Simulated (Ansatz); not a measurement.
Start from `[SiH3]N([SiH3])[Si]S` and change one atom or group to get `[SiH3][N]([SiH3])[AlH][Cl]`.

Ansatz, PBE0-D4/def2-TZVP geometries, multiplicity 1. Each molecule was computed in one conformer, which needn't be the lowest.

```json
{"property": "HOMO–LUMO gap (PBE/def2-TZVPP) / eV", "`[SiH3]N([SiH3])[Si]S`": "3.28"}
{"property": "LUMO energy (PBE0/def2-TZVPP) / eV", "`[SiH3]N([SiH3])[Si]S`": "-1.79"}
{"property": "HOMO–LUMO gap (B3LYP/def2-TZVPP) / eV", "`[SiH3]N([SiH3])[Si]S`": "4.75"}
{"property": "HOMO energy (ωB97M-V/def2-TZVPP) / eV", "`[SiH3]N([SiH3])[Si]S`": "-8.95"}
{"property": "HOMO–LUMO gap (ωB97M-V/def2-TZVPP) / eV", "`[SiH3]N([SiH3])[Si]S`": "9.08"}
{"property": "size of the dipole moment (B3LYP/def2-TZVPP) / D", "`[SiH3]N([SiH3])[Si]S`": "1.78"}
```

**Question.** Give the same properties after the change, and the shifts. (An estimate is asked.)

**Answer.** The calculation gave: 
```
                                        property  `[SiH3][N]([SiH3])[AlH][Cl]`  shift
             HOMO–LUMO gap (PBE/def2-TZVPP) / eV                          4.92   1.64
              LUMO energy (PBE0/def2-TZVPP) / eV                         -1.05   0.74
           HOMO–LUMO gap (B3LYP/def2-TZVPP) / eV                          6.54   1.79
           HOMO energy (ωB97M-V/def2-TZVPP) / eV                        -10.25  -1.30
         HOMO–LUMO gap (ωB97M-V/def2-TZVPP) / eV                         10.79   1.71
size of the dipole moment (B3LYP/def2-TZVPP) / D                          0.98  -0.80
```

With PBE0 the HOMO falls by 1.14 eV and the LUMO rises by 0.74 eV, so the gap widens by about 1.88 eV. PBE moves the HOMO by -0.90 eV and ωB97M-V by -1.30 eV. Dipoles are sizes alone; their direction can turn.

B3LYP here is the variant with VWN-RPA as its local correlation; programs differ in this.
